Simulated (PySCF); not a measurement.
## A search over the determinants of PbF

Unrestricted PBE0; Pb x2c-TZVPPall, F x2c-TZVPPall; spin-free X2C with a Gaussian nucleus (PySCF 2.14). Outer shells of the fragments: Pb 5d10 6s2 6p2; F 2s2 2p5.

Followed along the bond (rough minima from three points):

```tsv
2Ms+1	unpaired	⟨S²⟩ at the start	R at minimum (Å)	Te (eV)
2	π ↑	0.75	2.05	0.00
4	σ ↑, π ↑↑	3.76	none in the scan	≤ 4.55
```

Solutions found at the starting distance of 2.010 Å, counted from the lowest of them; the search is not exhaustive and high or unbound solutions are not listed, so other states can lie among these:

```json
{"2Ms+1": "2", "unpaired": "π ↑", "term": "mixed", "E (eV)": "0.00", "⟨S²⟩": "0.75", "⟨Lz²⟩": "1.58", "μ (D)": "-3.27"}
{"2Ms+1": "2", "unpaired": "σ ↑", "term": "mixed", "E (eV)": "2.34", "⟨S²⟩": "0.75", "⟨Lz²⟩": "0.58", "μ (D)": "-2.44"}
{"2Ms+1": "4", "unpaired": "σ ↑, π ↑↑", "term": "mixed", "E (eV)": "4.65", "⟨S²⟩": "3.76", "⟨Lz²⟩": "0.58", "μ (D)": "-1.26"}
{"2Ms+1": "2", "unpaired": "σ ↓, π ↑↑", "term": "mixed", "E (eV)": "5.25", "⟨S²⟩": "1.76", "⟨Lz²⟩": "0.58", "μ (D)": "-0.51"}
{"2Ms+1": "2", "unpaired": "σ ↑, π ↑↓", "term": "mixed", "E (eV)": "5.28", "⟨S²⟩": "1.76", "⟨Lz²⟩": "2.59", "μ (D)": "-0.83"}
{"2Ms+1": "4", "unpaired": "π ↑↑↑", "term": "mixed", "E (eV)": "6.10", "⟨S²⟩": "3.76", "⟨Lz²⟩": "1.58", "μ (D)": "1.87"}
```

A term symbol is given only where ⟨S²⟩ and ⟨Lz²⟩ are close to those of a pure state; real π, δ and φ orbitals otherwise mix terms. A positive dipole means Pb(−)F(+).

Spin–orbit coupling is left out, which matters for elements this heavy, above all for dissociation energies. Counting both spins, an empty level lies below a filled one in some of these solutions, because spin and occupation are held.
